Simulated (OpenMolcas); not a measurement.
Pm3+: moving the ligands

Pm3+ with 8 ligands (oxide) in square antiprismatic coordination (D4d) at 2.47 Å, a polar angle of 60.2° against the regular 57.3°. A charge of +1.62 e stands 2.6 Å behind each ligand. Ligand basis ANO-RCC-VDZP.

```yaml
Program: OpenMolcas 26.06
Method: CASSCF
Basis: ANO-RCC-VDZP [7s6p4d2f1g]
Scalar_Hamiltonian: DKH2, point nucleus
Active_space: 4 electrons in 7 orbitals (4f)
State_averaging: 2S+1 = 5 even, 35 roots (32 in the spin-orbit step); 2S+1 = 3 even, 117 roots kept (CI in the orbitals of an earlier block, 106 in the spin-orbit step); 2S+1 = 1 even, 75 roots kept (CI in the orbitals of an earlier block, 31 in the spin-orbit step)
Spin-orbit_coupling: RASSI with atomic mean-field integrals over the reference wave functions
```

Runs around this geometry, states. Energies in cm-1 above the lowest state or level, χT in cm3 K/mol.

| R (Å) | Ground state | First state of that spin | First gap with spin-orbit (degeneracies) | Width of lowest J | χT at 300 K |
| --- | --- | --- | --- | --- | --- |
| 2.34 | 2S+1 = 5 | 62.2 | 0.4 (1, 1) | 289 | 0.964 |
| 2.47 | 2S+1 = 5 | 54.6 | 0.2 (1, 1) | 262 | 0.976 |
| 2.61 | 2S+1 = 5 | 66.0 | 0.1 (1, 1) | 233 | 0.985 |

Taking the width of the lowest J multiplet as R^-n, n = -ln(233 / 289) / ln(2.61 / 2.34) = 2.0 between the shortest and longest distance.

High states are left out of the spin-orbit mixing, which shifts the levels that they would mix with. The oxide ions are held by bare point charges, a crude embedding. Without dynamic correlation the ligand-field splitting of an f shell can come out too small, at times by half. A group larger than the point group allows holds several states that coincide in this model. No measured value stands beside these numbers; the geometry is a model, was not optimised and need not be the one that this ion takes.

A state without a sure symmetry label is named by its multiplicity alone.
